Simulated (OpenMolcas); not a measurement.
Ti I: effect of the active space

```yaml
Program: OpenMolcas
Method: CASSCF or its RAS form
Basis: ANO-RCC-VTZP
Scalar_Hamiltonian: DKH2, point nucleus
Spin-orbit_coupling: RASSI with atomic mean-field integrals over the reference wave functions, term energies averaged over their components
```

A. 2 electrons in 5 orbitals (3d); 2S+1 = 3 even, 10 roots; 2S+1 = 1 even, 15 roots; cost about 5 core-seconds
B. 4 electrons in 6 orbitals (3d 4s); 2S+1 = 5 even, 15 roots; 2S+1 = 3 even, 55 roots; 2S+1 = 1 even, 50 roots; cost of the order of 40 core-seconds
C. 4 electrons in 9 orbitals (RAS2 3d 4s; RAS3 4p, at most 2 electrons); 2S+1 = 3 even, 55 roots (48 in the spin-orbit step); 2S+1 = 5 even, 10 roots kept (CI in the orbitals of an earlier block); 2S+1 = 1 even, 50 roots kept (CI in the orbitals of an earlier block, 42 in the spin-orbit step); 2S+1 = 3 odd, 84 roots (62 in the spin-orbit step); 2S+1 = 5 odd, 39 roots kept (CI in the orbitals of an earlier block, 30 in the spin-orbit step); 2S+1 = 1 odd, 30 roots kept (CI in the orbitals of an earlier block, 22 in the spin-orbit step); cost about 2.1 core-minutes
D. 4 electrons in 11 orbitals (3d 4s 4d); 2S+1 = 3 even, 48 roots; 2S+1 = 5 even, 10 roots kept (CI in the orbitals of an earlier block); 2S+1 = 1 even, 42 roots kept (CI in the orbitals of an earlier block, 23 in the spin-orbit step); cost about 70 core-seconds

Energies in cm-1 above 3d2 4s2 3F2, the measured ground level; measured values from NIST Handbook of Basic Atomic Spectroscopic Data.

```csv
Level,A,B,C,D,Measured
3d2 4s2 3F2,0.0,0.0,0.0,0.0,0.0
3d2 4s2 3F3,179,142,143,186,170
3d2 4s2 3F4,413,328,329,428,387
3d2 4s2 1D2,10597,6764,7958,9447,7255
3d2 4s2 3P0,12733,7666,9258,9735,8437
3d2 4s2 3P1,12795,7702,9303,9788,8492
3d2 4s2 3P2,12924,7794,9404,9950,8602
3d2 4s2 1G4 [70 %],16290,10745,12639,13926,12118
```

B puts 3d3 4s 5F1 lowest.

Deviations, from unrounded energies. A percentage is the sum of absolute deviations over the sum of measured energies, with the sign that they share, or ± where signs differ.

| Against measurement | Levels | A | B | C | D |
| --- | --- | --- | --- | --- | --- |
| mean absolute deviation (cm-1) | 7 | 2900 | 620 | 530 | 1100 |
| fine structure of the ground term (%) | 2 | +6.4 | -15.6 | -15.3 | +10.2 |
| other terms of the ground configuration (%) | 5 | +45.5 | -9.4 | +8.1 | +17.7 |

C lies closest to measurement on these levels and A furthest from it. The largest miss of C in the table is 3d2 4s2 3P0, by +820 cm-1. The ranking rests on the paired levels alone, and a cruder setting can come out closer through cancelling errors.

The spin-orbit steps hold different terms of 3d2 4s2 (C lacks 1S; D lacks 1S), which shifts levels as well.

Among A to D the level of the table that moves most is 3d2 4s2 1G4 [70 %], by 5500 cm-1 (lowest in B, highest in A).

Without dynamic correlation excited terms often stand tens of per cent too high (terms of higher spin than the ground term too low), and those without a measured partner can miss by more than the paired ones. With the s shell closed, the reference lacks s² → p², s² → d² and s → d mixing, so excited terms can stand far too high and out of order, with CASPT2 too (holds for A). The lowest computed level is not the ground level that NIST lists (3F2) (holds for B). Configurations are named by rounded mean occupations; where the s occupation lies near a half they are strongly mixed, a name can repeat and a true partner stay unpaired (holds for B; C). Some high roots are left out of the spin-orbit mixing, which shifts the levels that they would mix with (holds for C; D). Terms from blocks run as CI alone lack orbitals of their own (holds for C; D). Some levels mix across a computed gap that differs much from the measured one, so their mixing is not that of the real levels (holds for D). Active for correlation alone: 4d; no level in the range computed is led by a configuration that fills it, so any true level of that kind is missing (holds for D). Computed and measured levels are paired by configuration, term and J; levels that our copy of the source lacks, or whose pairing is in doubt (as where it misses far off the trend of its configuration), stay unpaired and out of the deviations. Levels of configurations outside the active space are missing. Levels that lie high or do not pair safely by name in every column are left out.

A share in square brackets marks a mixed level and gives the weight of the term that names it, the lowest over the columns.
